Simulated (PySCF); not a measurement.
Gas-phase reaction: 3 In(CH₃)₂NH₂ + CH₂NH = 3 InCH₃ + C₄H₆ (butadiene) + 4 NH₃, at 2500 K and a standard pressure of 1 bar. Level: PBE/def2-SVP.

Energies from PySCF, thermal terms from the rigid-rotor harmonic-oscillator model, ideal gas at 1 bar. All species are closed-shell singlets. In: scalar-relativistic def2 core potential, no spin-orbit coupling. Methyl groups turn as free rotors in In(CH₃)₂NH₂. In(CH₃)₂NH₂, CH₂NH, InCH₃: computed as isolated molecules; such fragments, hydroxides, amides, oligomers or adducts are transient or little studied in the gas. The harmonic model lacks anharmonicity and excited electronic states, which grow with temperature; levels with a mode under 35 cm⁻¹ are left out. Internal rotation in C₄H₆ (butadiene) is treated as a harmonic vibration of one conformer, which makes the entropy rough. Soft modes under 120 cm⁻¹ make the harmonic entropy rough for In(CH₃)₂NH₂.

| species | E (Ha) | H(2500 K) − E (kJ/mol) | S°(2500 K) (J/mol/K) |
|---|---|---|---|
| In(CH₃)₂NH₂ | -325.61015 | 738.9 | 793.9 |
| CH₂NH | -94.43488 | 291.7 | 378.1 |
| InCH₃ | -229.94285 | 288.2 | 427.5 |
| C₄H₆ (butadiene) | -155.65895 | 625.1 | 607.0 |
| NH₃ | -56.43328 | 230.6 | 305.9 |
E: electronic energy; H − E holds the zero-point and thermal terms. 1 Ha = 2625.5 kJ/mol.

### Question
Work out ΔH°, ΔS°, ΔG° and log10 K from these numbers.

### Answer
1. ΔE = 3×(-229.94285) + 1×(-155.65895) + 4×(-56.43328) − 3×(-325.61015) − 1×(-94.43488) = 0.04471 Ha = 117.4 kJ.
2. Δ(H − E) = 3×(288.2) + 1×(625.1) + 4×(230.6) − 3×(738.9) − 1×(291.7) = -96.3 kJ, so ΔH° = 21.1 kJ.
3. ΔS° = 3×(427.5) + 1×(607.0) + 4×(305.9) − 3×(793.9) − 1×(378.1) = 353.3 J/K; the number of gas molecules changes by +4.
4. ΔG° = ΔH° − TΔS° = 21.1 − 2500×(353.3)/1000 = -862.1 kJ.
5. log10 K = −ΔG°/(RT ln 10) = 18.01, with RT ln 10 = 47.86 kJ/mol; at standard pressures the products are favoured.
6. A shift of 10 kJ in ΔE would move log10 K by 0.21 here.
For scale, ΔH°(298 K) is 120 kJ at this level, 174 kJ at ωB97M-V/def2-TZVP†, and runs from 23 to 240 kJ over the 16 levels computed († marks an energy on the PBE0/def2-TZVP geometry).
